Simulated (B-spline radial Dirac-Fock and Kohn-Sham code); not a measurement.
Total conversion coefficients of Au against transition energy

Calculated with a radial atomic solver, using a Dirac-Hartree-Slater potential of the neutral atom with a Latter tail (no hole, which puts coefficients of high multipoles low close above an edge), finite nucleus with surface currents. Subshells within 1 keV of threshold and pair formation are left out.

```
energy (keV)        E1       E2        E4        E5       M1        M5
        16.8      10.5    28400  3.94e+08  4.58e+10      255  2.20e+11
        16.9      10.3    27600  3.77e+08  4.34e+10      251  2.09e+11
          20      6.59    11900  1.13e+08  9.72e+09      152  4.72e+10
        25.3      3.52     3700  2.17e+07  1.29e+09     75.5  6.17e+09
        25.7      3.37     3420  1.94e+07  1.13e+09     72.0  5.39e+09
        35.3      1.43      711  2.20e+06  8.37e+07     28.1  3.68e+08
        41.9     0.897      306    692000  2.16e+07     16.9  8.88e+07
        43.1     0.830      266    572000  1.73e+07     15.6  7.04e+07
        43.2     0.825      263    563000  1.70e+07     15.5  6.90e+07
          50     0.554      129    211000  5.47e+06     10.1  2.09e+07
        75.2     0.182     17.9     14100    249000     3.04    801000
        87.2     0.587     9.52      5320     83000     10.9    253000
        90.9     0.529     7.96      4050     61100     9.68    184000
         100     0.416     5.31      2180     30300     7.35     89100
         130     0.214     1.84       405      4520     3.46     12900
         157     0.133    0.898       124      1180     2.02      3450
         166     0.115    0.732      88.0       802     1.73      2370
         200    0.0724    0.379      28.6       222     1.02       702
         294    0.0284    0.110      3.29      18.1    0.353      70.5
         343    0.0198   0.0700      1.50      7.17    0.233      30.3
         406    0.0135   0.0441     0.679      2.77    0.148      12.6
         478   0.00948   0.0290     0.336      1.18   0.0958      5.63
         500   0.00862   0.0260     0.280     0.948   0.0851      4.54
        1000   0.00222  0.00578    0.0284    0.0593   0.0142     0.238
        1330   0.00134  0.00334    0.0135    0.0248  0.00691    0.0854
        1350   0.00131  0.00325    0.0130    0.0238  0.00666    0.0812
        1430   0.00118  0.00292    0.0113    0.0202  0.00576    0.0668
        1500   0.00109  0.00267    0.0101    0.0177  0.00511    0.0570
        2000  0.000676  0.00157   0.00518   0.00839  0.00249    0.0230
```

Question: How fast do they fall between 1430 and 2000 keV?

Answer: As powers of the energy: E1 E^-1.67, E2 E^-1.85, E4 E^-2.32, E5 E^-2.62, M1 E^-2.50, M5 E^-3.17. Within one type (E or M) the higher multipoles fall faster.
